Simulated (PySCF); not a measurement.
**Peak assignment**

Molfile (atoms numbered from 1):
```
C3H10N2O3Si2
     RDKit          3D

 20 20  0  0  0  0  0  0  0  0999 V2000
    0.3901    1.4930    1.1089 N   0  0  0  0  0  0  0  0  0  0  0  0
   -0.0316    1.1354   -0.5266 Si  0  0  2  0  0  4  0  0  0  0  0  0
   -1.7204    0.7025   -0.4508 N   0  0  0  0  0  0  0  0  0  0  0  0
   -2.3086   -0.8082    0.1309 Si  0  0  0  0  0  4  0  0  0  0  0  0
   -0.6976   -1.8060    0.3111 C   0  0  0  0  0  0  0  0  0  0  0  0
    0.0274   -1.6933   -0.9233 O   0  0  0  0  0  0  0  0  0  0  0  0
    0.7519   -0.5423   -1.0859 C   0  0  2  0  0  0  0  0  0  0  0  0
    2.0552   -0.7436   -0.4473 O   0  0  0  0  0  0  0  0  0  0  0  0
    2.7883    0.3129   -0.3471 C   0  0  0  0  0  0  0  0  0  0  0  0
    2.4811    1.4293   -0.6904 O   0  0  0  0  0  0  0  0  0  0  0  0
   -0.3325    1.8960    1.6854 H   0  0  0  0  0  0  0  0  0  0  0  0
    1.2735    1.9380    1.2990 H   0  0  0  0  0  0  0  0  0  0  0  0
    0.0699    2.1307   -1.5898 H   0  0  0  0  0  0  0  0  0  0  0  0
   -2.3869    1.4266   -0.6521 H   0  0  0  0  0  0  0  0  0  0  0  0
   -3.1728   -1.4156   -0.8834 H   0  0  0  0  0  0  0  0  0  0  0  0
   -2.9853   -0.6886    1.4311 H   0  0  0  0  0  0  0  0  0  0  0  0
   -0.8725   -2.8746    0.4337 H   0  0  0  0  0  0  0  0  0  0  0  0
   -0.0708   -1.4738    1.1418 H   0  0  0  0  0  0  0  0  0  0  0  0
    0.9699   -0.4822   -2.1591 H   0  0  0  0  0  0  0  0  0  0  0  0
    3.7669    0.0745    0.1022 H   0  0  0  0  0  0  0  0  0  0  0  0
  1  2  1  0
  2  3  1  0
  3  4  1  0
  4  5  1  0
  5  6  1  0
  6  7  1  0
  7  8  1  0
  8  9  1  0
  9 10  2  0
  7  2  1  0
  1 11  1  0
  1 12  1  0
  2 13  1  6
  3 14  1  0
  4 15  1  0
  4 16  1  0
  5 17  1  0
  5 18  1  0
  7 19  1  6
  9 20  1  0
M  END
```

[PySCF 2.14: GFN2-xTB structure; σ from GIAO-PBE0/pcSseg-1; one averaged value for each set of equivalent atoms; a single conformation; gas phase; non-relativistic Hamiltonian]

Shifts are taken against calculated references (same method and geometry level): ¹³C (σ = 186.93 ppm) and ¹H (σ = 31.72 ppm) vs TMS.

(1) Assign these signals to the numbered atoms. ¹³C{¹H} NMR (computed): δ 169.8, 104.8, 57.6.

(2) Assign these signals to the numbered atoms. ¹H NMR (600 MHz, computed): δ 8.17 (s, 1H), 5.36 (m, 1H), 5.25 (m, 1H), 5.08 (m, 1H), 4.99 (m, 1H), 4.38 (m, 1H), 3.79 (m, 1H), 0.38 (br s, 2H), 0.04 (br s, 1H).

Results:

(1) 
| δ (ppm) | atoms | environment | reason |
| --- | --- | --- | --- |
| 169.8 | C9 | ester carbonyl carbon | it is a carbonyl in resonance with an O or N lone pair, the region of acids, esters and amides |
| 104.8 | C7 | sp3 carbon bearing two oxygens | 2 electronegative neighbours deshield it |
| 57.6 | C5 | sp3 CH2 bonded to O and Si | deshielded by the electronegative neighbour |

(2) 
| δ (ppm) | atoms | environment | reason |
| --- | --- | --- | --- |
| 8.17 | H20 | hydrogen on an ester carbonyl carbon | – |
| 5.36 | H19 | hydrogen on an sp3 carbon bearing two oxygens | its carbon carries O, which withdraws density |
| 5.25 | H13 | hydrogen on a silicon bonded to C, 2 N, in a 6-membered ring | – |
| 5.08 | H15 | hydrogen on a silicon bonded to C, N, in a 6-membered ring | – |
| 4.99 | H16 | hydrogen on a silicon bonded to C, N, in a 6-membered ring | – |
| 4.38 | H18 | hydrogen on an sp3 CH2 bonded to O and Si | its carbon carries O, an electronegative neighbour |
| 3.79 | H17 | hydrogen on an sp3 CH2 bonded to O and Si | – |
| 0.38 | H11/H12 | hydrogen on a nitrogen bonded to Si | labile proton, position sensitive to the medium |
| 0.04 | H14 | hydrogen on a nitrogen bonded to 2 Si, in a 6-membered ring | labile proton, position sensitive to the medium |

H19 and H13; H15 and H16 lie closer than the usual error of such a calculation, so a measured spectrum could show them in the other order.

OH/NH shifts are gas-phase values; hydrogen bonding in solution moves them, usually downfield. Shifts are as computed. Against solution values, carbons near 30 ppm lie about +3 ppm off and those near 130 ppm about +5 ppm. Of 1211 compounds with measured shifts, 218 miss one by over three times the rms of a fit or turn the order of signals round; such compounds aren't used in these exercises. No couplings were computed; multiplicities are counted from neighbouring protons, with m where these are inequivalent, close in shift, in a saturated or five-membered ring or joined by F or P, and br s for small geminal =CH2 splittings.
